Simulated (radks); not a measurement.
Excited configurations of Rb2+: one electron is placed in a higher orbital outside [Ar] 3d10 4s2 4p4. The ground configuration is [Ar] 3d10 4s2 4p5. Calculated with a radial shooting solver on a logarithmic mesh with Libxc functionals: Dirac Kohn-Sham, BLYP, spin-unpolarised, spherical densities, point nucleus; open shells fill j = l - 1/2 first. Excitation = E - E(ground); binding = E(ion) - E, where the ion is the core of charge +3; n* = 3/sqrt(2 binding) in atomic units, and the quantum defect is n - n*.

outer orbital  excitation (eV)  binding (eV)  quantum defect  <r> (bohr)
4d3/2                   20.897        18.715           1.442       2.478
4f5/2                   31.523         8.089           0.109       5.345
5s1/2                   21.217        18.394           2.420       3.479
5d3/2                   30.249         9.363           1.384       5.734
5f5/2                   34.069         5.543           0.300       9.188
6d3/2                   33.658         5.953           1.465       9.608
6f5/2                   35.654         3.958           0.438       13.95
7d3/2                   35.462         4.150           1.568       14.32
7f5/2                   36.650         2.961           0.570       19.51

The Delta-SCF ionisation energy is 39.612 eV (NIST Atomic Spectra Database: 39.247 eV, semi-empirical). Self-interaction in the functional shifts the binding energies and quantum defects, so they are the method's values and not measured ones. Spin polarisation and multiplet splitting are left out, so open shells lie too high by an amount that depends on their filling.

Beside tabulated values, note that spin-unpolarised runs miss the spin-polarisation part of the exchange energy of open shells.
